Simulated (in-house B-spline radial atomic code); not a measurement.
Radial electron density of K³⁺, [Ne] 3s2 (3p1/2)1 (3p3/2)2 (6f5/2)1. Method: Dirac-Hartree-Fock, average of the jj configuration, Fermi nucleus of rms radius 3.4349 fm. Calculated with a B-spline radial code for spherical atoms.

Columns: r (bohr), 4πr²n(r) (electrons per bohr), bar.

```
 0.00324   0.5628 #
 0.00406   0.8529 ##
 0.00508    1.279 ##
 0.00637    1.907 ####
 0.00797    2.797 #####
 0.00998    4.046 ########
  0.0125    5.745 ###########
  0.0157    7.994 ################
  0.0196    10.71 #####################
  0.0246    13.91 ###########################
  0.0308    17.21 ##################################
  0.0385     20.1 #######################################
  0.0482    21.95 ###########################################
  0.0604    22.15 ###########################################
  0.0756    20.56 ########################################
  0.0947    17.93 ###################################
   0.119    15.84 ###############################
   0.149       16 ###############################
   0.186     18.6 ####################################
   0.233    21.85 ###########################################
   0.292     22.6 ############################################
   0.365    19.05 #####################################
   0.457    12.57 ########################
   0.573    6.889 #############
   0.717    4.678 #########
   0.898    4.967 ##########
    1.12    5.032 ##########
    1.41      3.6 #######
    1.76    1.735 ###
    2.21   0.5327 #
    2.77   0.1292 
    3.46  0.03375 
    4.34 0.0002472 
    5.43  0.03693 
     6.8  0.06275 
    8.52  0.00221 
    10.7  0.07053 
    13.4   0.1327 
    16.7  0.04935 
      21 0.004059 
    26.2 7.572e-05 
    32.9 1.853e-07 
    41.2 5.005e-11
```

On this grid the curve has 5 maxima, near 0.0604, 0.292, 1.12, 6.8, 13.4 bohr.

The 3p1/2 radial function P(r) = rR(r), positive near the nucleus, with its small component Q(r) (sign convention: Q ≈ (P' + κP/r)/2c):

```csv
r (bohr),P,Q
0.00324,0.001001,0.002704
0.00508,0.002241,0.004124
0.00797,0.005092,0.00621
0.0125,0.01157,0.009157
0.0196,0.02595,0.01307
0.0308,0.0567,0.01774
0.0482,0.1167,0.02218
0.0756,0.2213,0.02438
0.119,0.3671,0.02138
0.186,0.4812,0.01166
0.292,0.3993,-0.001874
0.457,-0.03633,-0.01109
0.717,-0.6866,-0.01007
1.12,-0.977,-0.002723
1.76,-0.6072,0.001282
2.77,-0.1415,0.0006653
4.34,-0.00816,5.097e-05
```
